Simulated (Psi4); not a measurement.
F4Ti, singlet, at a GFN2-xTB geometry (such geometries of metal compounds can be far from the true shape); WB97X-V/def2-SVPD run with Psi4 1.11.

Input for Psi4:
```
memory 2 GB

molecule mol {
0 1
  Ti   -0.000000    0.000000   -0.000000
  F     1.096059    0.788255   -1.020066
  F     0.839422   -1.055730    1.021778
  F    -1.106691   -0.877685   -0.931735
  F    -0.828790    1.145160    0.930023
}

set basis def2-svpd
set reference rks
set scf_type pk
set puream true
set d_convergence 1e-8
set dft_radial_points 99
set dft_spherical_points 590

energy('wb97x-v')
print_variables()
```

Task: Predict the main parts of the log of this Psi4 run.

Result: 
```
   => Loading Basis Set <=

    Name: DEF2-SVPD
    Role: ORBITAL
    Keyword: BASIS

         ---------------------------------------------------------
                                   SCF
               by Justin Turney, Rob Parrish, Andy Simmonett
                          and Daniel G. A. Smith
                              RKS Reference
         ---------------------------------------------------------

  ==> Geometry <==

    Molecular point group: c1
    Full point group: C1

    Geometry (in Angstrom), charge = 0, multiplicity = 1:

       Center              X                  Y                   Z               Mass
    ------------   -----------------  -----------------  -----------------  -----------------
         TI           0.000000000000     0.000000000000     0.000000000000    47.947941980000
         F            1.096059000000     0.788255000000    -1.020066000000    18.998403162730
         F            0.839422000000    -1.055730000000     1.021778000000    18.998403162730
         F           -1.106691000000    -0.877685000000    -0.931735000000    18.998403162730
         F           -0.828790000000     1.145160000000     0.930023000000    18.998403162730

  Running in c1 symmetry.

  Rotational constants: A =      0.11621  B =      0.11621  C =      0.11621 [cm^-1]
  Rotational constants: A =   3483.98210  B =   3483.98010  C =   3483.97944 [MHz]
  Nuclear repulsion =  340.757628810639744

  Charge       = 0
  Multiplicity = 1
  Electrons    = 58
  Nalpha       = 29
  Nbeta        = 29

  ==> Algorithm <==

  SCF Algorithm Type is PK.
  DIIS enabled.
  MOM disabled.
  Fractional occupation disabled.
  Guess Type is SAD.
  Energy threshold   = 1.00e-06
  Density threshold  = 1.00e-08
  Integral threshold = 1.00e-12

  ==> Primary Basis <==

  Basis Set: DEF2-SVPD
    Blend: DEF2-SVPD
    Number of shells: 48
    Number of basis functions: 126
    Number of Cartesian functions: 139
    Spherical Harmonics?: true
    Max angular momentum: 3

  ==> DFT Potential <==

   => LibXC <=

    Version 7.1.2
    S. Lehtola, C. Steigemann, M. J. T. Oliveira, and M. A. L. Marques,  SoftwareX 7, 1–5 (2018) (10.1016/j.softx.2017.11.002)

   => Composite Functional: WB97X-V <=

    wB97X-V Hyb-GGA Exchange-Correlation Functional

    N. Mardirossian and M. Head-Gordon,  Phys. Chem. Chem. Phys. 16, 9904–9924 (2014) (10.1039/C3CP54374A)

    Deriv               =              1
    GGA                 =           TRUE
    Meta                =          FALSE

    Exchange Hybrid     =           TRUE
    MP2 Hybrid          =          FALSE

   => Exchange-Correlation Functionals <=

    1.0000   wB97X-V range-separated functional

   => Exact (HF) Exchange <=

    0.8330            HF,LR [omega = 0.3000]
    0.1670               HF

   => LibXC Density Thresholds  <==

    XC_HYB_GGA_XC_WB97X_V:  1.00E-14

   => VV10 Non-Local Parameters <=

    VV10 B              =     6.0000E+00
    VV10 C              =     1.0000E-02

   => Molecular Quadrature <=

    Radial Scheme          =       TREUTLER
    Pruning Scheme         =           NONE
    Nuclear Scheme         =       TREUTLER

    Blocking Scheme        =         OCTREE
    BS radius alpha        =              1
    Pruning alpha          =              1
    Radial Points          =             99
    Spherical Points       =            590
    Total Points           =         283417
    Total Blocks           =           2130
    Max Points             =            256
    Max Functions          =            123
    Weights Tolerance      =       1.00E-15

  ==> Integral Setup <==

  Using in-core PK algorithm.
   Calculation information:
      Number of atoms:                   5
      Number of AO shells:              48
      Number of primitives:             90
      Number of atomic orbitals:       139
      Number of basis functions:       126

      Integral cutoff                 1.00e-12
      Number of threads:                 1

[...]
  We computed 627982 shell quartets total.
  Whereas there are 692076 unique shell quartets.

  Computing range-separated integrals for PK
  We computed 627982 wK shell quartets total.
  Whereas there are 692076 wK unique shell quartets.

  ==> DiskJK: Disk-Based J/K Matrices <==

    J tasked:                  Yes
    K tasked:                  Yes
    wK tasked:                 Yes
    Omega:               3.000E-01
    Schwarz Cutoff:          1E-12

  Minimum eigenvalue in the overlap matrix is 5.3279305578E-04.
  Reciprocal condition number of the overlap matrix is 8.7423400791E-05.
    Using symmetric orthogonalization.

  ==> Pre-Iterations <==

  SCF Guess: Superposition of Atomic Densities via on-the-fly atomic UHF (no occupation information).

   -------------------------
    Irrep   Nso     Nmo
   -------------------------
     A        126     126
   -------------------------
    Total     126     126
   -------------------------

  ==> Iterations <==

                        Total Energy        Delta E     RMS |[F,P]|

   @RKS iter SAD: -1246.87938179139383   -1.24688e+03   0.00000e+00
   @RKS iter   1: -1248.06559050575220   -1.18621e+00   8.41656e-03 ADIIS/DIIS
   @RKS iter   2: -1246.13707566584526    1.92851e+00   2.27246e-02 ADIIS/DIIS
   @RKS iter   3: -1248.45641981712538   -2.31934e+00   2.30909e-03 ADIIS/DIIS
   @RKS iter   4: -1248.47923958727324   -2.28198e-02   4.40222e-04 ADIIS/DIIS
   @RKS iter   5: -1248.48036929659406   -1.12971e-03   6.96867e-05 DIIS
   @RKS iter   6: -1248.48039809792317   -2.88013e-05   7.43580e-06 DIIS
   @RKS iter   7: -1248.48039897049466   -8.72571e-07   2.48215e-06 DIIS
   @RKS iter   8: -1248.48039907134012   -1.00845e-07   3.12586e-07 DIIS
   @RKS iter   9: -1248.48039907388352   -2.54340e-09   9.33850e-08 DIIS
   @RKS iter  10: -1248.48039907392877   -4.52474e-11   3.94544e-08 DIIS
   @RKS iter  11: -1248.48039907394036   -1.15961e-11   3.20900e-09 DIIS
  Energy and wave function converged.

  ==> Post-Iterations <==

   Electrons on quadrature grid:
      Ntotal   =   58.0000006148 ; deviation = 6.148e-07

    Orbital Energies [Eh]
    ---------------------

    Doubly Occupied:

[...]
    Virtual:

[...]
     126A      3.920188

    Final Occupation by Irrep:
              A
    DOCC [    29 ]
    NA   [    29 ]
    NB   [    29 ]

  @RKS Final Energy: -1248.48039907394036

   => Energetics <=

    Nuclear Repulsion Energy =            340.7576288106397442
    One-Electron Energy =               -2397.8745525091335367
    Two-Electron Energy =                 870.9201257275842636
    DFT Exchange-Correlation Energy =     -62.5233634981188047
    Empirical Dispersion Energy =           0.0000000000000000
    VV10 Nonlocal Energy =                  0.2397623950881540
    Total Energy =                      -1248.4803990739403616

Computation Completed

Properties will be evaluated at   0.000000,   0.000000,   0.000000 [a0]

Properties computed using the SCF density matrix

 Multipole Moments:

 ------------------------------------------------------------------------------------
     Multipole            Electronic (a.u.)      Nuclear  (a.u.)        Total (a.u.)
 ------------------------------------------------------------------------------------

 L = 1.  Multiply by 2.5417464519 to convert [e a0] to [Debye]
 Dipole X            :          0.0000133           -0.0000000            0.0000133
 Dipole Y            :          0.0000019           -0.0000000            0.0000019
 Dipole Z            :          0.0000083            0.0000000            0.0000083
 Magnitude           :                                                    0.0000158

 ------------------------------------------------------------------------------------

  Variable Map:
  ----------------------------------------------------------------------------
[...]
  Array Variable Map:
  ----------------------------------------------------------------------------
[...]
[...]
```
